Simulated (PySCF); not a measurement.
Si(F)(Br)(Me)(OH) (CH4BrFOSi), SMILES [Si](F)(O)(C)Br. The structure is a stationary point at PBE0-D3(BJ)/def2-SVP. One conformer was computed; it need not be the lowest.

Computed equilibrium geometry at PBE0-D3(BJ)/def2-SVP (PySCF confirms it by a frequency run) as Cartesian coordinates in Å (one conformer of several):
```xyz
9

C      2.0080    -0.2047    -1.0292
Si     0.1857    -0.1304    -0.7921
O     -0.5009    -1.5177    -1.3385
F     -0.4369     1.1314    -1.5947
Br    -0.3549     0.2095     1.3355
H      2.4375    -1.0277    -0.4400
H      2.4753     0.7379    -0.7100
H      2.2415    -0.3734    -2.0916
H     -1.4395    -1.6540    -1.1760
```
